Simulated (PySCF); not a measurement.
Point-charge models of `C[C@H](CO)[SiH2][SiH3]` against its computed dipole.

Coordinates (GFN2-xTB, Å) and charges (e) from the PBE0/pcSseg-1 density (PySCF):

| atom | x | y | z | Mulliken | IAO | Hirshfeld | ESP-fitted |
| --- | --- | --- | --- | --- | --- | --- | --- |
| C1 | -1.156 | -2.026 | -0.099 | -0.2258 | -0.4130 | -0.1153 | -0.5734 |
| C2 | -0.535 | -0.684 | 0.262 | -0.6023 | -0.3540 | -0.1102 | +0.1914 |
| C3 | -1.430 | 0.457 | -0.194 | +0.1152 | -0.0416 | +0.0014 | -0.0158 |
| O4 | -0.723 | 1.668 | -0.007 | -0.4670 | -0.5437 | -0.1812 | -0.6029 |
| Si5 | 1.206 | -0.409 | -0.493 | +0.3400 | +0.4387 | +0.2330 | +0.2053 |
| Si6 | 2.138 | 1.556 | 0.265 | +0.2322 | +0.3065 | +0.1916 | +0.2158 |
| H7 | -2.149 | -2.130 | 0.338 | +0.1134 | +0.1362 | +0.0394 | +0.1373 |
| H8 | -1.248 | -2.127 | -1.179 | +0.1120 | +0.1359 | +0.0384 | +0.1444 |
| H9 | -0.534 | -2.839 | 0.266 | +0.1266 | +0.1471 | +0.0435 | +0.1491 |
| H10 | -0.455 | -0.623 | 1.352 | +0.1487 | +0.1402 | +0.0351 | +0.0373 |
| H11 | -1.678 | 0.324 | -1.258 | +0.0994 | +0.1143 | +0.0315 | +0.0598 |
| H12 | -2.373 | 0.476 | 0.373 | +0.1072 | +0.1198 | +0.0341 | +0.0640 |
| H13 | -1.256 | 2.410 | -0.308 | +0.2396 | +0.3573 | +0.1760 | +0.4250 |
| H14 | 1.015 | -0.475 | -1.955 | -0.0564 | -0.1097 | -0.0816 | -0.0809 |
| H15 | 1.958 | -1.633 | -0.162 | -0.0645 | -0.1126 | -0.0842 | -0.1032 |
| H16 | 3.598 | 1.408 | 0.382 | -0.0857 | -0.1246 | -0.0934 | -0.1090 |
| H17 | 1.677 | 1.970 | 1.591 | -0.0590 | -0.0956 | -0.0771 | -0.0707 |
| H18 | 1.936 | 2.685 | -0.645 | -0.0737 | -0.1012 | -0.0809 | -0.0735 |

Question: What dipole does each set of charges give (1 e·Å = 4.803 D), and what does the density give?

Answer: The full density gives (-2.73, 0.09, -0.36) D, 2.76 D in size; dipole vectors point from the negative to the positive end.

```json
{"scheme": "Mulliken", "μx": "-1.50", "μy": "-1.00", "μz": "-1.14", "size (D)": "2.13", "share of the full size (%)": "77", "angle to the full dipole (°)": "41"}
{"scheme": "IAO", "μx": "-1.74", "μy": "-0.38", "μz": "-0.82", "size (D)": "1.96", "share of the full size (%)": "71", "angle to the full dipole (°)": "22"}
{"scheme": "Hirshfeld", "μx": "-1.85", "μy": "0.12", "μz": "-0.32", "size (D)": "1.88", "share of the full size (%)": "68", "angle to the full dipole (°)": "3"}
{"scheme": "ESP-fitted", "μx": "-2.73", "μy": "0.07", "μz": "-0.37", "size (D)": "2.75", "share of the full size (%)": "100", "angle to the full dipole (°)": "0"}
```

Question: Which set comes closest?

Answer: Length of the difference vector: ESP-fitted 0.02 D, Hirshfeld 0.89 D, IAO 1.19 D, Mulliken 1.82 D. Closest: ESP-fitted. ESP charges are fitted to the potential around the molecule, whose slowest-falling term is the dipole's. 

Question: What is left for the Hirshfeld atoms' own dipoles?

Answer: The Hirshfeld atoms' densities add up to the full density, so μ = Σ q r + Σ (atomic dipoles). The atomic dipoles sum to (-2.73, 0.09, -0.36) − (-1.85, 0.12, -0.32) = (-0.88, -0.03, -0.04) D, 0.89 D in size.

Question: With the origin at the mean of the coordinates, (0.000, 0.000, -0.082) Å, which are the largest single terms, by size, of the Hirshfeld dipole along the direction of the full one?

Answer: Si6 -1.95, H16 +1.61, Si5 -1.29, H13 +1.14, H15 +0.80 D; all 18 atoms together +1.88 D. The single terms depend on the origin, their sum doesn't.

Question: Give the size of the full dipole in other units.

Answer: 2.76 D = 1.085 au = 0.574 e·Å = 9.20 × 10⁻³⁰ C·m.

Isolated species at its GFN2-xTB geometry (one conformer only). GFN2-xTB frequencies show an imaginary mode (20i cm⁻¹), so this geometry is no minimum at that level.

The values belong to the conformer `[CH3:1][C@H:2]([CH2:3][OH:4])[SiH2:5][SiH3:6]`: C1–C2–C3–O4 -172°, C1–C2–Si5–Si6 -175°, H–O4–C3–C2 179°.
